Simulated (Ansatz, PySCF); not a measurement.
H₂Cl₃FOSi₂ (SMILES F[SiH2]O[Si](Cl)(Cl)Cl), singlet, geometry from GFN2-xTB. Base run: CASSCF(4,6)/STO-3G in PySCF.

PySCF was given this input:
```python
from pyscf import gto, scf, mcscf
import numpy

mol = gto.M(
    atom='''
Si    2.20010576   -0.71201839    1.04202730
F     3.06911106    0.50857282    0.48284676
O     0.71986802   -0.53887916    0.40289351
Si   -0.65265610    0.03475282   -0.21129050
Cl   -1.68400237   -1.57134417   -0.81301495
Cl   -1.61373225    1.00934966    1.24915364
Cl   -0.22358027    1.24873915   -1.73884610
H     2.08305069   -0.52854441    2.47298268
H     2.73406370   -1.93051861    0.47395885
''',
    basis='sto-3g',
    verbose=4,
)

mf = scf.RHF(mol)
mf.kernel()
mc = mcscf.CASSCF(mf, 6, 4)
mc.fix_spin_(ss=0.0)
mc.kernel()
occ = numpy.linalg.eigvalsh(mc.fcisolver.make_rdm1(mc.ci, mc.ncas, mc.nelecas))[::-1]
ss = mc.fcisolver.spin_square(mc.ci, mc.ncas, mc.nelecas)[0]
print('natural occupations', occ.round(4), ' <S^2>', round(ss, 4))
```

Programs used: Ansatz (an electronic-structure program), PySCF; a row that names a program was run with it.

Each row names what was changed in the base input (with any setting that the change needs).

```
change                                                ΔE vs base (kcal/mol)                      natural occupations  <S^2> of the state        outcome
----------------------------------------------------  ---------------------  ---------------------------------------  ------------------  -------------
base                                                                  0.000            1.99 1.98 0.02 0.01 0.00 0.00                0.00      converged
orbitals = fixed (CASCI)                                              15.56            2.00 2.00 0.00 0.00 0.00 0.00                0.00      converged
code = ansatz; correction = SC-NEVPT2, all electrons                  -69.8                                        -                   -      converged
active space = 6 electrons, 8 orbitals                                -8.47  1.99 1.99 1.98 0.02 0.01 0.01 0.00 0.00                0.00      converged
active space = 8 electrons, 8 orbitals                                    -                                        -                   -  not converged
state_average = 2 states                                                  -                                        -                   -  not converged
solver = newton                                                       0.000            1.99 1.98 0.02 0.01 0.00 0.00                0.00      converged
start = MP2 natural orbitals                                          -0.78            1.99 1.98 0.02 0.01 0.00 0.00                0.00      converged
active space = 6 electrons, 5 orbitals                                 1.66                 1.99 1.99 1.98 0.02 0.01                0.00      converged
active space = 10 electrons, 8 orbitals                                   -                                        -                   -  not converged
code = ansatz                                                         -0.77                                        -                   -      converged
```

Active orbitals are taken around the Fermi level unless the row says otherwise; CASSCF can end in different local minima, and two programs can end on different orbitals. State-averaged rows give the lowest state.
